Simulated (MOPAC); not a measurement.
MOPAC input (PM3):

```
PM3 FORCE THERMO(298,298) PRECISE LET UHF MS=0.5 GEO-OK AUX(PRECISION=9) THREADS=1
H2F3Si2

F     2.22912248 1   -1.31201999 1   -0.04777549 1
Si    1.51500882 1    0.09525496 1    0.09102870 1
Si   -0.92207426 1    0.12024715 1   -0.28200143 1
F    -1.51395787 1    1.59652713 1   -0.16620373 1
F    -1.76035436 1   -0.71394141 1    0.78768185 1
H     2.18276597 1    1.11345878 1   -0.77611071 1
H    -1.14070329 1   -0.43010473 1   -1.66984408 1
```

Output:

```
 *******************************************************************************
 **                                                                           **
 **                              MOPAC v23.2.5                                **
 **                                                                           **
 *******************************************************************************
 ** MOPAC's Digital Object Identifier: https://doi.org/10.5281/zenodo.6511958 **
 **                                                                           **
 ** Please cite the open-source release paper for use of this MOPAC version:  **
 ** J. E. Moussa and J. J. P. Stewart (2026)                                  **
 ** MOPAC: An open-source semiempirical molecular orbital program             **
 ** J. Open Source Softw., 11(119), 8025, https://doi.org/10.21105/joss.08025 **
 *******************************************************************************

                              PM3 CALCULATION RESULTS

 *******************************************************************************
 *  PM3        - The PM3 Hamiltonian to be used
 *  GEO-OK     - OVERRIDE INTERATOMIC DISTANCE AND OTHER SAFETY CHECKS
 *  UHF        - UNRESTRICTED HARTREE-FOCK CALCULATION
 *  MS=        - IN MECI, MAGNETIC COMPONENT OF SPIN =  0.5
 *  LET        - OVERRIDE SOME SAFETY CHECKS
 *  PRECISE    - TIGHTER CRITERIA TO BE USED
 *  FORCE      - FORCE CALCULATION SPECIFIED
 *  AUX        - OUTPUT AUXILIARY INFORMATION
 *  THERMO     - THERMODYNAMIC QUANTITIES TO BE CALCULATED
 *******************************************************************************
PM3 FORCE THERMO(298,298) PRECISE LET UHF MS=0.5 GEO-OK AUX(PRECISION=9) THREADS=1
 H2F3Si2

   ATOM   CHEMICAL          X               Y               Z
  NUMBER   SYMBOL      (ANGSTROMS)     (ANGSTROMS)     (ANGSTROMS)

     1       F          2.22912248  *  -1.31201999  *  -0.04777549  *
     2      Si          1.51500882  *   0.09525496  *   0.09102870  *
     3      Si         -0.92207426  *   0.12024715  *  -0.28200143  *
     4       F         -1.51395787  *   1.59652713  *  -0.16620373  *
     5       F         -1.76035436  *  -0.71394141  *   0.78768185  *
     6       H          2.18276597  *   1.11345878  *  -0.77611071  *
     7       H         -1.14070329  *  -0.43010473  *  -1.66984408  *

          CARTESIAN COORDINATES

    NO.       ATOM           X           Y           Z

     1         F          2.2291     -1.3120     -0.0478
     2        Si          1.5150      0.0953      0.0910
     3        Si         -0.9221      0.1202     -0.2820
     4         F         -1.5140      1.5965     -0.1662
     5         F         -1.7604     -0.7139      0.7877
     6         H          2.1828      1.1135     -0.7761
     7         H         -1.1407     -0.4301     -1.6698

  H: (PM3): J. J. P. STEWART, J. COMP. CHEM. 10, 209 (1989).
  F: (PM3): J. J. P. STEWART, J. COMP. CHEM. 10, 209 (1989).
 Si: (PM3): J. J. P. STEWART, J. COMP. CHEM. 10, 209 (1989).

           Empirical Formula: H2 F3 Si2  =     7 atoms

      MOLECULAR POINT GROUP   :   C1

[...]
 REDUCED MASS        0.8915         Si2 -- H 6          +0.8% (  8.6%)      0.3%
 EFFECTIVE MASS      1.6345
 FORCE CONSTANT      0.3316

 VIBRATION         11   11A          ATOM PAIR     ENERGY CONTRIBUTION    RADIAL
 FREQUENCY           889.30         Si3 -- F 5         +39.0% ( 74.7%)     79.9%
 TRANSITION DIPOLE   3.8145         Si3 -- F 4         +37.3% ( 73.1%)     78.0%
 TRAVEL (Ang.)       0.1065         Si2 -- Si3         +10.7% ( 39.2%)     42.2%
 REDUCED MASS        6.6883         Si3 -- H 7          +9.7% ( 37.2%)     36.0%
 EFFECTIVE MASS     21.8204
 FORCE CONSTANT      3.1165

 VIBRATION         12   12A          ATOM PAIR     ENERGY CONTRIBUTION    RADIAL
 FREQUENCY           935.20         F 1 -- Si2         +67.9% ( 96.9%)     99.9%
 TRANSITION DIPOLE   2.3721         Si2 -- Si3         +14.2% ( 44.3%)     27.8%
 TRAVEL (Ang.)       0.0846         Si2 -- H 6         +12.5% ( 41.5%)      6.9%
 REDUCED MASS       10.0828         Si3 -- F 4          +3.5% ( 22.1%)     95.9%
 EFFECTIVE MASS     22.6177
 FORCE CONSTANT      5.1956

 VIBRATION         13   13A          ATOM PAIR     ENERGY CONTRIBUTION    RADIAL
 FREQUENCY           947.34         Si3 -- F 5         +36.2% ( 78.3%)     86.5%
 TRANSITION DIPOLE   4.1422         Si3 -- F 4         +35.2% ( 77.2%)     85.0%
 TRAVEL (Ang.)       0.0911         Si3 -- H 7         +14.1% ( 48.9%)      0.0%
 REDUCED MASS        8.5714         Si2 -- Si3         +13.4% ( 47.6%)      1.1%
 EFFECTIVE MASS     22.8826
 FORCE CONSTANT      4.5323

 VIBRATION         14   14A          ATOM PAIR     ENERGY CONTRIBUTION    RADIAL
 FREQUENCY          1898.75         Si2 -- H 6         +99.7% (100.0%)     99.8%
 TRANSITION DIPOLE   0.2144         Si2 -- Si3          +0.2% (  4.2%)     12.5%
 TRAVEL (Ang.)       0.1910         F 1 -- Si2          +0.2% (  4.0%)     13.8%
 REDUCED MASS        0.9730
 EFFECTIVE MASS      1.3066
 FORCE CONSTANT      2.0669

 VIBRATION         15   15A          ATOM PAIR     ENERGY CONTRIBUTION    RADIAL
 FREQUENCY          1937.59         Si3 -- H 7         +99.4% (100.0%)     99.8%
 TRANSITION DIPOLE   0.2252         Si2 -- Si3          +0.2% (  4.4%)      5.5%
 TRAVEL (Ang.)       0.1891         Si3 -- F 4          +0.2% (  4.3%)     12.8%
 REDUCED MASS        0.9736         Si3 -- F 5          +0.2% (  4.3%)     12.7%
 EFFECTIVE MASS      1.2887
 FORCE CONSTANT      2.1536

      SYMMETRY NUMBER FOR POINT-GROUP C1  =  1

          SYSTEM IS A GROUND STATE

 H2F3Si2

          MOLECULE IS NOT LINEAR

          THERE ARE 15 GENUINE VIBRATIONS IN THIS SYSTEM
          THIS THERMODYNAMICS CALCULATION IS LIMITED TO
          MOLECULES WHICH HAVE NO INTERNAL ROTATIONS

                    CALCULATED THERMODYNAMIC PROPERTIES
                                          *
   TEMP. (K)   PARTITION FUNCTION   H.O.F.    ENTHALPY  HEAT CAPACITY ENTROPY
                                   KCAL/MOL   CAL/MOLE    CAL/K/MOL  CAL/K/MOL

 298.00  VIB.     0.9820D+02                  2641.6249    15.8973    17.9799
         ROT.     0.2539D+06                   888.2803     2.9808    27.7110
         INT.     0.2493D+08                  3529.9052    18.8781    45.6909
         TRA.     0.1195D+28                  1480.4672     4.9680    40.1371
         TOT.                     -234.614    5010.3723    23.8461    85.8280

   *: NOTE: HEATS OF FORMATION ARE RELATIVE TO THE
            ELEMENTS IN THEIR STANDARD STATE AT 298K
              (=  Standard Enthalpy of Formation).

            Hvib:  Zero-point energy is not included.
                   frequencies of less than zero cm-1 are not included.
            Hrot = (3/2)RT
            Htra = (3/2)RT + pV = (5/2)RT

            Heat capacity is Cp, not Cv

          For more information, see: HTTP://OpenMOPAC.net/Manual/thermochemistry.html

           FORCE CONSTANT IN CARTESIAN COORDINATES (Millidynes/A)

    ATOM   CHEMICAL       X               Y               Z
   NUMBER   SYMBOL  FORCE CONSTANT  FORCE CONSTANT  FORCE CONSTANT

      1       F        5.851606        0.231772        0.180790
      2      Si        6.463419        2.136820        1.681031
      3      Si        6.598880        3.813476        5.577589
      4       F        5.680677        0.327534        0.360191
      5       F        0.499850        1.831325        4.026727
      6       H        0.573524        0.733766        1.161507
      7       H        0.555501        0.638609        1.565765

 **********************
 *                    *
 * JOB ENDED NORMALLY *
 *                    *
 **********************

 == MOPAC DONE ==
```
